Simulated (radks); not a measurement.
Species: Tl4+. Configuration: [Xe] 4f14 5d9 (the NIST ground configuration).

Method: non-relativistic Kohn-Sham, SCAN, spin-unpolarised, spherical densities, point nucleus; meta-GGA in the generalised Kohn-Sham scheme; relativity is left out, which matters for an element this heavy; computed with a radial shooting solver on a logarithmic mesh with Libxc functionals.

Energy parts (eV):
total: -516015.86
kinetic: 515897.58
electron-nucleus: -1224940.99
Hartree: 202714.49
exchange-correlation: -9686.94

Orbitals (lengths in bohr, moments of r in powers of bohr):
| orbital | occ. | eigenvalue (eV) | <1/r> |
|---|---|---|---|
| 1s | 2 | -77124.78 | 80.44 |
| 2s | 2 | -13012.92 | 18.98 |
| 2p | 6 | -12521.31 | 19.00 |
| 3s | 2 | -3129.313 | 7.379 |
| 3p | 6 | -2894.363 | 7.323 |
| 3d | 10 | -2457.358 | 7.250 |
| 4s | 2 | -723.3032 | 3.244 |
| 4p | 6 | -620.0520 | 3.153 |
| 4d | 10 | -430.8607 | 2.974 |
| 4f | 14 | -177.4066 | 2.652 |
| 5s | 2 | -150.6929 | 1.367 |
| 5p | 6 | -116.4909 | 1.263 |
| 5d | 9 | -61.1503 | 1.016 |

The highest occupied level is 5d at -61.150 eV. For comparison, the ionisation energy in NIST's Atomic Spectra Database is 62.6 eV (measured). In exact Kohn-Sham theory the highest level is minus the ionisation energy, but local and semilocal functionals leave it too shallow, through self-interaction and a potential that decays too fast; potentials with the right tail come closer.

Beside tabulated values, note that spin-unpolarised runs miss the spin-polarisation part of the exchange energy of open shells.
